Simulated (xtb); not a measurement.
B(AsH2)(H)2 (AsBH4), SMILES B[AsH2]. All values are semi-empirical tight-binding results from xtb (GFN2-xTB unless named), good for trends rather than for accurate numbers. Coordinates come from a GFN2-xTB optimisation.

The point group as xtb finds it is Cs and the orbital gap is 2.86 eV. The zero-point energy is 21.1 kcal/mol, the G − E(el) at 298.15 K (modified RRHO) comes out as 5.0 kcal/mol and the static polarisability (D4 model) comes out as 47.0 bohr³. The solvation energy, GFN2-xTB/ALPB(water) comes out as -1.6 kcal/mol and the solvation energy, GFN2-xTB/ALPB(ch2cl2) is -3.2 kcal/mol.
